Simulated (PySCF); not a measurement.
**Electron correlation in Pb⁶³⁺ (lead, charge +63)**

Starting occupation: [Ar] 3d1, 3d3/2 with m_j = +3/2. Calculation: PySCF 2.14, in an uncontracted even-tempered set (15 s from 21 bohr⁻², ratio 2.8; 12 p from 27 bohr⁻², ratio 2.8; 8 d from 27 bohr⁻², ratio 2.8; 3 f from 82 bohr⁻², ratio 3); X2C-1e with screened-nucleus spin-orbit coupling, Gaussian nucleus. Frozen: [Ne]; 9 electrons correlated; the 72 highest virtual spinors left out.

MP2 pair energies summed by pair of shells (mhartree):

```tsv
pair	energy	share (%)
3p3/2-3p3/2	-197.81	41.2
3p1/2-3p3/2	-125.61	26.1
3d3/2-3p3/2	-35.86	7.5
3p3/2-3s1/2	-35.07	7.3
3p1/2-3p1/2	-26.25	5.5
3d3/2-3p1/2	-19.07	4.0
3p1/2-3s1/2	-17.96	3.7
3s1/2-3s1/2	-13.96	2.9
3d3/2-3s1/2	-9.09	1.9
```

Total MP2 correlation energy: -480.68 mhartree.

At this charge the one-electron X2C treatment keeps the bare 1/r₁₂, with no two-electron picture change or Breit term. The effect here is smaller than on the frozen 1s shell.
